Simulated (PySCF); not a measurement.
## From computed data to an observable: oscillator strength and radiative lifetime

Sn(F)(Cl)2(OMe) (CH₃Cl₂FOSn), SMILES [Sn]([Cl])([O]C)([F])[Cl].

Geometry: B3LYP-D3(BJ)/def2-SVP. The structure was generated by enumeration; whether it is a known compound was not checked. The def2 effective core potentials stand for the cores of Sn; spin–orbit coupling is left out. The values are those of a single conformer.

TDA-PBE/def2-SVPD (PySCF 2.14.0) puts the first singlet state with f over 0.02 at 4.31 eV (vertical), with the transition dipole (0.554, -0.371, 0.114) in atomic units.

Question: Find the oscillator strength, the wavelength and the radiative lifetime that this transition would have in vacuum if emission retraced absorption.

Answer: 
|μ|² = 0.4576 au, so |μ| = 1.72 D. ΔE = 4.31/27.211 = 0.1584 hartree. f = (2/3) ΔE |μ|² = 0.048 (the program prints 0.048).
λ = 1239.84/4.31 = 288 nm; ν = 34762 cm⁻¹.
Einstein's coefficient A = 0.6670 ν² f s⁻¹ (ν in cm⁻¹) = 3.9e7 s⁻¹, so τ = 1/A = 26 ns. This state is S2; the lower singlet has f = 0.003. The figure is the radiative limit of this one transition; relaxation, internal conversion, crossing to triplets and a medium change what is measured.
